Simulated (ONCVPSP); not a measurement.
## How hard is this nitrogen (N) ONCV potential?

```json
{
 "Element": "nitrogen (N)",
 "Generator": "ONCVPSP 4.0.1",
 "Type": "optimised norm-conserving Vanderbilt (ONCV)",
 "Functional": "LDA (Perdew-Zunger)",
 "Relativity": "scalar-relativistic",
 "Frozen core": "[He]",
 "Valence charge": "5",
 "Reference configuration": "2s1.5 2p3.5",
 "Partial waves": "2s: rc 0.90 bohr, ncon 4, nbas 7, qcut 6.1 1/bohr, 1 projector; 2p: rc 1.20 bohr, ncon 4, nbas 8, qcut 5.6 1/bohr, 2 projectors, debl 2.3 Ha; d scattering state at 0.27 Ha: rc 0.90 bohr, ncon 3, nbas 6, qcut 12.6 1/bohr, 3 projectors, debl 1.7 Ha",
 "Local potential": "polynomial inside 0.70 bohr (lpopt 5, dvloc0 0 Ha)",
 "Core correction": "Teter function, fcfact 3.5, rcfact 1.5"
}
```

Task: For each optimised wave give the share of its norm inside rc, the residual kinetic energy above qcut (Ha) and the cutoffs (Ha) for errors of 10, 1, 0.1 and 0.01 mHa per electron.

Result:

| wave | norm inside rc | residual KE | 10 mHa | 1 mHa | 0.1 mHa | 0.01 mHa |
| --- | --- | --- | --- | --- | --- | --- |
| 2s | 0.249 | 9.2e-03 | 18.2 | 85.4 | 137.4 | 160.8 |
| 2p | 0.450 | 2.9e-02 | 22.9 | 123.3 | 146.1 | 196.5 |
| p projector 2 | 0.089 | 3.5e-02 | 19.9 | 42.0 | 93.1 | 184.3 |
| d projector 1 | 0.000 | 2.3e-09 | 1.2 | 4.2 | 11.9 | 25.8 |
| d projector 2 | 0.023 | 2.1e-07 | 10.9 | 24.0 | 41.5 | 58.0 |
| d projector 3 | 0.039 | 8.1e-07 | 16.3 | 31.7 | 49.9 | 65.8 |

The occupied waves need 123 Ha and 146 Ha for 1 and 0.1 mHa. Rows with under 1 % of the norm inside rc give no meaningful cutoff. Its largest configuration-test error is +735 meV.
